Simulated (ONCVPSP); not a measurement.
What one change does to a pseudopotential (technetium, ONCV)

```
Element                 : Tc (Z = 43)
Generator               : ONCVPSP 4.0.1
Type                    : optimised norm-conserving Vanderbilt (ONCV)
Functional              : PBE
Relativity              : fully relativistic
Frozen core             : [Ar] 3d10
Valence charge          : 15
Reference configuration : 4s2 4p6 4d5 5s1.75 5p0.25
Partial waves           : 4s+5s: rc 2.05 bohr, ncon 3, nbas 6, qcut 7.3 1/bohr, 2 projectors; 4p+5p: rc 2.10 bohr, ncon 4, nbas 9, qcut 6.1 1/bohr, 2 projectors; 4d: rc 1.50 bohr, ncon 4, nbas 8, qcut 6 1/bohr, 2 projectors, debl 1.2 Ha
Local potential         : polynomial inside 1.30 bohr (lpopt 5, dvloc0 0 Ha)
Core correction         : polynomial model core, fcfact 0.6
```

Open shells are filled in proportion to 2j + 1.

All-electron outer shells of the reference configuration (PBE, scalar-relativistic, ld1.x):

```csv
shell,level (eV),outermost node (bohr),outermost maximum (bohr)
3p,-416.37,0.16,0.36
3d,-250.27,–,0.31
4s,-73.77,0.50,0.95
4p,-45.73,0.51,1.03
4d,-7.03,0.50,1.27
5s,-5.29,1.28,2.72
5p,-1.60,1.45,3.63
```

Change: s: qcut 10.3; p: qcut 8.6; d: qcut 8.5.

Cutoffs: the cutoffs (Ha) at which the residual kinetic energy of the hardest occupied pseudo-wave falls to 1 and 0.1 mHa per electron; they do not see the model core or the augmentation charge, which bear on the density cutoff. Errors are all-electron minus pseudo energies relative to the spin-unpolarised reference configuration.

Task: How do hardness, ghosts and transferability respond?

Result: The potential gets softer (31 Ha and 94 Ha → 24 Ha and 29 Ha); of the 4 tests that both files solve, the error grows in 0 and shrinks in 1 by more than 15 % and 0.3 meV (median size 0.3 → 0.3 meV); neither file shows a bound ghost.

```csv
quantity,base,changed
"cutoff, loose",31 Ha,24 Ha
"cutoff, tight",94 Ha,29 Ha
loose cutoff by channel,"s 13 Ha, p 13 Ha, d 31 Ha","s 15 Ha, p 16 Ha, d 24 Ha"
bound ghosts,none,none
GHOST(+) flags under 300 eV,s at 143.5 eV,s at 191.2 eV
"error for 4s2 4p6 4d5 5s2 5p0, meV [ΔE -0.92 eV]",-0.1,0.0
"error for 4s2 4p6 4d5 5s1 5p0, meV [ΔE 7.24 eV]",-0.6,-0.5
"error for 4s2 4p6 4d5 5s0 5p0, meV [ΔE 22.09 eV]",-6.2,-4.4
"error for 4s2 4p6 4d5 5s1.5 5p0, meV [ΔE 2.37 eV]",0.0,0.0
s: phases at 2.08 bohr within 0.05 rad from the reference energy up to (Ha; the scan ends near 5),4.0,4.7
p3/2: phases at 2.13 bohr within 0.05 rad from the reference energy up to (Ha; the scan ends near 5),to the end of the scan,to the end of the scan
p1/2: phases at 2.13 bohr within 0.05 rad from the reference energy up to (Ha; the scan ends near 5),to the end of the scan,to the end of the scan
d5/2: phases at 1.53 bohr within 0.05 rad from the reference energy up to (Ha; the scan ends near 5),to the end of the scan,to the end of the scan
d3/2: phases at 1.53 bohr within 0.05 rad from the reference energy up to (Ha; the scan ends near 5),to the end of the scan,to the end of the scan
"rms error of d²Exc/dni dnj with the model core, mHa",2.61,2.68
```
